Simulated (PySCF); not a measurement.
Ligand exchange on a metal centre used in film growth or etching (Ti OH-H). All species are isolated molecules in the gas phase. One relaxed conformer stands for each flexible species; it need not be the lowest.

All values below come from B3LYP-D3(BJ)/def2-TZVP // r2SCAN-D4/def2-SVP (PySCF). All candidates: neutral, multiplicity 1. B3LYP has the VWN-RPA correlation part, as in Gaussian. 

The LUMO is -2.60 eV. The HOMO–LUMO gap is 5.57 eV and the HOMO comes out as -8.17 eV.

Q: Identify which member has these values.
A) [Ti(OH)2(H)2]
B) [Ti(OH)3(H)]
C) [Ti(OH)(H)3]
D) [Ti(H)4]

A: C, [Ti(OH)(H)3]. The others give [Ti(H)4]: -3.21 eV, 5.43 eV, -8.64 eV; [Ti(OH)3(H)]: -1.53 eV, 6.34 eV, -7.86 eV; [Ti(OH)2(H)2]: -2.23 eV, 5.60 eV, -7.83 eV
